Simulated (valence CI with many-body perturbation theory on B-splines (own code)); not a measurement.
**In41+: electric-dipole lines**

Calculated by valence CI with perturbative core correlation (CI+MBPT): six valence electrons over a frozen Dirac-Fock core [He], radial functions for each j: 9 s, 9 p, 8 d, 6 f, 3 g, 1 h, with the one-electron correlation potential Σ1, the two-electron term Σ2, the three-electron term Σ3, Breit, model QED; selected CI, second order for the rest, scaled by the run's own slope (own B-spline code, finite nucleus).

The last digits are not significant, and no measured levels were compared; by estimate large intervals hold to a few tenths of a per cent, small ones and those within an open d or f shell to about a per cent. Among the levels kept, up to 2200 cm⁻¹ of a level comes from second order outside the variational space, and about a tenth of that is noise between levels of different J, which matters for small intervals.

Lines 51 to 100 of 232 in falling wavelength, among levels below 32844 × 10³ cm⁻¹, chosen from the strongest by gf and those to the six lowest levels. Wavelengths and rates use the calculated energies. Electric multipoles are in the length gauge with retardation, E1 and E2 with the static RPA response of the core. Weak lines are less certain than strong ones. Lines between different terms over intervals too small for the method are left out, as are lines whose strength nearly cancels. The highest levels of a list are the least certain.

Levels are named by their leading jj configuration (3d3/2^4 stands for four electrons in 3d with j = 3/2), which in mixed levels can hold well under half, so a name can repeat and another be missing. Letters in brackets count levels of one name in rising energy.

```
λ vac (Å)                               Upper                               Lower   A (s⁻¹)  log gf  Branch %
    97.79  (2s^2 2p1/2 2p3/2^2 3d3/2) J=3 [b]  (2s^2 2p1/2 2p3/2^2 3p1/2) J=2 [b]  1.53e+10   -0.81       0.0
    96.85  (2s^2 2p1/2 2p3/2^2 3p3/2) J=3 [b]         (2s^2 2p1/2 2p3/2^2 3s) J=3  2.39e+10   -0.63      10.3
    96.69  (2s^2 2p1/2 2p3/2^2 3p3/2) J=2 [a]     (2s^2 2p1/2 2p3/2^2 3s) J=2 [a]  1.41e+10   -1.01       4.5
    96.56  (2s^2 2p1/2 2p3/2^2 3p3/2) J=3 [a]      (2s^2 2p1/2^2 2p3/2 3d3/2) J=2  2.09e+10   -0.69       8.1
    96.35  (2s^2 2p1/2 2p3/2^2 3p3/2) J=1 [c]     (2s^2 2p1/2 2p3/2^2 3s) J=1 [b]  1.27e+10   -1.27       1.2
    96.32      (2s^2 2p1/2^2 2p3/2 3p3/2) J=3         (2s^2 2p1/2^2 2p3/2 3s) J=2  5.74e+10   -0.25      34.0
    96.20      (2s^2 2p1/2^2 2p3/2 3p3/2) J=1         (2s^2 2p1/2^2 2p3/2 3s) J=2  1.14e+10   -1.32       5.2
    95.56      (2s^2 2p1/2 2p3/2^2 3p3/2) J=4         (2s^2 2p1/2 2p3/2^2 3s) J=3  5.46e+10   -0.17      30.9
    95.43  (2s^2 2p1/2 2p3/2^2 3p3/2) J=2 [a]      (2s^2 2p1/2^2 2p3/2 3d3/2) J=2  9.88e+09   -1.17       3.1
    93.51  (2s^2 2p1/2 2p3/2^2 3p3/2) J=1 [c]         (2s^2 2p1/2 2p3/2^2 3s) J=0  3.61e+10   -0.85       3.4
    93.36  (2s^2 2p1/2 2p3/2^2 3p3/2) J=2 [c]     (2s^2 2p1/2 2p3/2^2 3s) J=1 [b]  4.23e+10   -0.56       3.9
    92.83      (2s^2 2p1/2^2 2p3/2 3d3/2) J=2      (2s^2 2p1/2^2 2p3/2 3p1/2) J=2  1.29e+10   -1.08       0.1
    91.91  (2s^2 2p1/2 2p3/2^2 3d3/2) J=2 [a]  (2s^2 2p1/2 2p3/2^2 3p1/2) J=2 [a]  2.26e+10   -0.84       0.1
    91.75  (2s^2 2p1/2 2p3/2^2 3p3/2) J=1 [a]     (2s^2 2p1/2 2p3/2^2 3s) J=1 [a]  2.23e+10   -1.07      10.4
    91.67  (2s^2 2p1/2 2p3/2^2 3d3/2) J=1 [b]  (2s^2 2p1/2 2p3/2^2 3p1/2) J=2 [b]  2.22e+10   -1.08       0.0
    91.67     (2s^2 2p1/2 2p3/2^2 3s) J=2 [a]      (2s^2 2p1/2^2 2p3/2 3p1/2) J=2  8.33e+09   -1.28       0.2
    91.61      (2s^2 2p1/2^2 2p3/2 3d3/2) J=2      (2s^2 2p1/2^2 2p3/2 3p1/2) J=1  1.37e+10   -1.07       0.1
    90.56               (2s^2 2p3/2^3 3s) J=2  (2s^2 2p1/2 2p3/2^2 3p1/2) J=1 [b]  1.14e+10   -1.16       0.0
    90.47     (2s^2 2p1/2 2p3/2^2 3s) J=2 [a]      (2s^2 2p1/2^2 2p3/2 3p1/2) J=1  1.01e+10   -1.21       0.2
    89.47      (2s^2 2p1/2 2p3/2^2 3d5/2) J=2  (2s^2 2p1/2 2p3/2^2 3p1/2) J=2 [b]  8.17e+09   -1.31       0.0
    89.40      (2s^2 2p1/2^2 2p3/2 3d3/2) J=3      (2s^2 2p1/2^2 2p3/2 3p1/2) J=2  4.54e+10   -0.42       4.9
    89.27      (2s^2 2p1/2^2 2p3/2 3p3/2) J=2         (2s^2 2p1/2^2 2p3/2 3s) J=1  4.24e+10   -0.60      23.6
    89.09  (2s^2 2p1/2 2p3/2^2 3p3/2) J=1 [b]     (2s^2 2p1/2 2p3/2^2 3s) J=2 [b]  1.84e+10   -1.18       1.5
    89.03      (2s^2 2p1/2 2p3/2^2 3d3/2) J=4      (2s^2 2p1/2 2p3/2^2 3p1/2) J=3  4.79e+10   -0.29      94.7
    88.64  (2s^2 2p1/2 2p3/2^2 3d3/2) J=3 [a]  (2s^2 2p1/2 2p3/2^2 3p1/2) J=2 [a]  3.97e+10   -0.49       0.1
    88.40  (2s^2 2p1/2 2p3/2^2 3d3/2) J=1 [a]  (2s^2 2p1/2 2p3/2^2 3p1/2) J=1 [a]  4.03e+10   -0.85       0.1
    87.55  (2s^2 2p1/2 2p3/2^2 3d3/2) J=2 [a]  (2s^2 2p1/2 2p3/2^2 3p1/2) J=1 [a]  2.27e+10   -0.89       0.1
    87.29      (2s^2 2p1/2 2p3/2^2 3d3/2) J=0  (2s^2 2p1/2 2p3/2^2 3p1/2) J=1 [a]  5.07e+10   -1.24       0.1
    86.89  (2s^2 2p1/2 2p3/2^2 3d3/2) J=2 [c]  (2s^2 2p1/2 2p3/2^2 3p1/2) J=1 [b]  1.95e+10   -0.96       0.0
    86.88      (2s^2 2p1/2^2 2p3/2 3d3/2) J=1      (2s^2 2p1/2^2 2p3/2 3p1/2) J=1  3.55e+10   -0.92       0.1
    86.52  (2s^2 2p1/2 2p3/2^2 3p3/2) J=2 [c]      (2s^2 2p1/2^2 2p3/2 3d5/2) J=1  8.80e+09   -1.31       0.8
    86.41      (2s^2 2p1/2^2 2p3/2 3d3/2) J=0      (2s^2 2p1/2^2 2p3/2 3p1/2) J=1  5.29e+10   -1.23      29.4
    85.53      (2s^2 2p1/2^2 2p3/2 3p3/2) J=2         (2s^2 2p1/2^2 2p3/2 3s) J=2  3.62e+10   -0.70      20.1
    85.29  (2s^2 2p1/2 2p3/2^2 3p3/2) J=2 [b]      (2s^2 2p1/2^2 2p3/2 3d5/2) J=2  2.07e+10   -0.95       1.4
    85.21  (2s^2 2p1/2 2p3/2^2 3d3/2) J=2 [b]      (2s^2 2p1/2 2p3/2^2 3p1/2) J=3  8.23e+09   -1.35       0.0
    84.47  (2s^2 2p1/2 2p3/2^2 3d3/2) J=3 [b]      (2s^2 2p1/2 2p3/2^2 3p1/2) J=3  2.14e+10   -0.80       0.0
    83.13  (2s^2 2p1/2 2p3/2^2 3p3/2) J=2 [b]     (2s^2 2p1/2 2p3/2^2 3s) J=2 [b]  2.78e+10   -0.84       1.9
    80.64  (2s^2 2p1/2 2p3/2^2 3p3/2) J=2 [b]         (2s^2 2p1/2 2p3/2^2 3s) J=3  1.40e+10   -1.16       1.0
    80.55      (2s^2 2p1/2^2 2p3/2 3p3/2) J=0         (2s^2 2p1/2^2 2p3/2 3s) J=1  1.07e+11   -0.98      15.8
    80.15  (2s^2 2p1/2 2p3/2^2 3p3/2) J=1 [b]     (2s^2 2p1/2 2p3/2^2 3s) J=1 [a]  3.36e+10   -1.01       2.7
    79.21  (2s^2 2p1/2 2p3/2^2 3p3/2) J=2 [c]      (2s^2 2p1/2^2 2p3/2 3d5/2) J=2  8.17e+09   -1.42       0.7
    77.34  (2s^2 2p1/2 2p3/2^2 3p3/2) J=2 [c]     (2s^2 2p1/2 2p3/2^2 3s) J=2 [b]  1.12e+10   -1.30       1.0
    69.80         (2s 2p1/2^2 2p3/2^2 3s) J=3         (2s^2 2p1/2 2p3/2^2 3s) J=3  1.23e+10   -1.20       0.3
    63.48         (2s 2p1/2^2 2p3/2^2 3s) J=3     (2s^2 2p1/2 2p3/2^2 3s) J=2 [a]  1.77e+10   -1.13       0.4
    62.93         (2s 2p1/2^2 2p3/2^2 3s) J=3      (2s^2 2p1/2^2 2p3/2 3d3/2) J=2  1.31e+10   -1.26       0.3
    58.11            (2s 2p1/2^2 2p3/2^3) J=2            (2s^2 2p1/2 2p3/2^3) J=2  1.62e+10   -1.39       3.7
    54.14            (2s 2p1/2^2 2p3/2^3) J=2            (2s^2 2p1/2 2p3/2^3) J=1  2.36e+10   -1.28       5.4
    51.89              (2s 2p1/2 2p3/2^4) J=1                  (2s^2 2p3/2^4) J=0  2.83e+10   -1.46       2.7
    47.92            (2s 2p1/2^2 2p3/2^3) J=1            (2s^2 2p1/2 2p3/2^3) J=2  3.73e+10   -1.41       3.6
    46.42               (2p1/2^2 2p3/2^4) J=0              (2s 2p1/2 2p3/2^4) J=1  2.62e+11   -1.07      15.5
```

Q: How does gf follow from A for the line at 77.34 Å?

A: gf = 1.4992 × (2J+1)_upper × A / σ², with σ = 1293035 cm⁻¹ and 2J+1 = 5: gf = 0.0504.
